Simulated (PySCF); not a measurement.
PySCF 2.14 output of a UHF calculation on a single atom or ion in aug-cc-pVDZ-DK (5s4p2d, 27 functions), with the spin-free X2C one-electron Hamiltonian (Gaussian nucleus):

```
SCF conv_tol = 1e-09
number electrons alpha = 8  beta = 6
cycle= 1 E= -397.4047372115  delta_E= -0.00424  |g|= 0.0248  |ddm|= 0.0784
cycle= 2 E= -397.405224890079  delta_E= -0.000488  |g|= 0.00845  |ddm|= 0.0266
cycle= 3 E= -397.405289977441  delta_E= -6.51e-05  |g|= 0.000182  |ddm|= 0.0142
cycle= 4 E= -397.405290009821  delta_E= -3.24e-08  |g|= 2e-05  |ddm|= 0.001
cycle= 5 E= -397.405290010195  delta_E= -3.74e-10  |g|= 2.58e-06  |ddm|= 0.000176
converged SCF energy = -397.405290010195  <S^2> = 2.0091018  2S+1 = 3.0060618
```

The run itself started from symmetry-adapted Hartree-Fock orbitals and held the occupation by maximum overlap, so the iterations belong to that start.

Which element, charge and spin multiplicity is this?

S²⁺ (sulfur, charge +2), multiplicity 3; the state was [Ne] 3s2 3p2, high-spin 3P determinant.
